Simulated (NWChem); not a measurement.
Species: GeCl2F2; SMILES [F][Ge]([F])([Cl])[Cl]

```xyz
5

F      0.0000    -1.3669    -1.2988
Ge     0.0000     0.0000    -0.2699
F      0.0000     1.3669    -1.2988
Cl     1.7572     0.0000     0.8941
Cl    -1.7572     0.0000     0.8941
```
Atoms are numbered in this order, from 1.

All runs: NWChem. Pople sets run with spherical d functions. Structure relaxed at the PBE0/def2-SVP level. Vzz is the largest principal value of the second derivative of the potential at the nucleus (NWChem prints the opposite sign); η is the asymmetry. Non-relativistic.

```
level           Vzz Ge2 (a.u.)  η Ge2  Vzz Cl5 (a.u.)  η Cl5
--------------  --------------  -----  --------------  -----
B3LYP/6-31G*             0.169   0.41           2.768   0.01
B3LYP/def2-SVP             ___   0.75             ___   0.01
PBE/6-31G*               0.128   0.36           2.747   0.01
PBE/def2-SVP             0.240   0.79           2.609   0.01
```

Problem. Fill in the missing entries.

Solution. 
- B3LYP/def2-SVP, Vzz Ge2 (a.u.): 0.281
- B3LYP/def2-SVP, Vzz Cl5 (a.u.): 2.663
